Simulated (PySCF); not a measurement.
## Electric field gradients and quadrupole coupling constants

Compound: C6H10O3Si.
Cartesian coordinates in Å at the GFN2-xTB level; atoms count from 1:
```xyz
20
C6H10O3Si angstrom
C     -3.858   -0.171   -0.108
O     -2.550   -0.563   -0.364
Si    -1.209    0.268    0.100
C     -0.003   -0.957   -0.743
C      1.422   -0.760   -0.293
C      2.280   -1.708   -0.558
O      2.986   -2.594   -0.805
C      1.746    0.466    0.399
C      3.191    0.719    0.736
O      0.870    1.265    0.677
H     -4.528   -0.970   -0.427
H     -4.007    0.022    0.958
H     -4.102    0.744   -0.656
H     -1.286    1.585   -0.531
H     -1.214    0.255    1.562
H     -0.062   -0.816   -1.823
H     -0.326   -1.977   -0.543
H      3.685    1.148   -0.136
H      3.255    1.436    1.551
H      3.704   -0.201    1.002
```

Field gradients from the PBE0/pcSseg-1 density (PySCF, non-relativistic), principal values in atomic units, ordered |Vxx| ≤ |Vyy| ≤ |Vzz|:

```tsv
atom	Vxx	Vyy	Vzz
O2	-0.5233	-1.2287	1.7520
O7	0.2633	0.6236	-0.8868
O10	0.6519	0.8466	-1.4984
```

Q: Find the asymmetry η = (Vxx − Vyy)/Vzz and the couplings χ = eQV/h (234.96 MHz × Q in barn × V in au), with Q(17O) = −0.0256 b.

A: 
```tsv
atom	environment	nucleus	η	χzz (MHz)	χxx (MHz)	χyy (MHz)
O2	silyl ether oxygen	17O	0.40	-10.54	3.15	7.39
O7	oxygen bonded to C	17O	0.41	5.33	-1.58	-3.75
O10	ketone oxygen	17O	0.13	9.01	-3.92	-5.09
```

Q: What is Vzz at O7 in SI units (1 au = 9.71736 × 10²¹ V/m²)?

A: -0.8868 au = -8.618 × 10²¹ V/m².

Q: What couplings would deuterons (Q(2H) = 0.00286 b) have in place of the hydrogens, at this geometry?

A: 
```
atom  bonded to  bond length (Å)  Vzz (au)     η  χzz (kHz)
 H11         C1            1.091    0.3037  0.06        204
 H12         C1            1.093    0.2969  0.08        200
 H13         C1            1.093    0.2974  0.07        200
 H14        Si3            1.461    0.1632  0.03        110
 H15        Si3            1.462    0.1625  0.04        109
 H16         C4            1.091    0.3103  0.04        208
 H17         C4            1.089    0.3130  0.05        210
 H18         C9            1.090    0.3095  0.02        208
 H19         C9            1.087    0.3113  0.02        209
 H20         C9            1.087    0.3121  0.06        210
```

Geometry: GFN2-xTB, one conformer, isolated molecule. GFN2-xTB bond lengths can be off by several hundredths of an ångström, more for odd bonds, and the gradients follow them. These gradients aren't converged with respect to the basis.
